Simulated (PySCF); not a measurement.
BeH5NOSi. Atoms are numbered in the order given.

```xyz
9

Be    -0.5110     0.6090     1.0614
N     -1.1047     1.2874     2.2557
H     -1.0361     0.9627     3.2158
H     -1.6444     2.1478     2.2403
O      0.0509    -0.0353    -0.0721
Si     0.6738    -0.7972    -1.3920
H     -0.3873    -1.5715    -2.1020
H      1.7547    -1.7417    -0.9816
H      1.2495     0.1988    -2.3436
```

The structure is a stationary point at B3LYP-D3(BJ)/def2-SVP. Other conformers were not sampled.

These are KT2/pcSseg-1 in PySCF values and carry that method's errors.

GIAO shieldings, no solvent; atoms alike by connectivity are averaged. δ = σ(ref) − σ: ¹⁵N against NH3 (σ = 266.2 ppm); ¹H against TMS (σ = 31.47 ppm); ¹⁷O against H2O (σ = 330.4 ppm); ²⁹Si against TMS (σ = 361.9 ppm), references at their B3LYP-D3(BJ)/def2-TZVP geometries, non-relativistic.

Computed chemical shifts:
```
nucleus       atoms  count  δ (ppm)
-------  ----------  -----  -------
¹⁵N              N2      1      2.1
¹H       H7, H8, H9      3     5.53
¹H           H3, H4      2     0.32
¹⁷O              O5      1     20.4
²⁹Si            Si6      1    -38.6
```
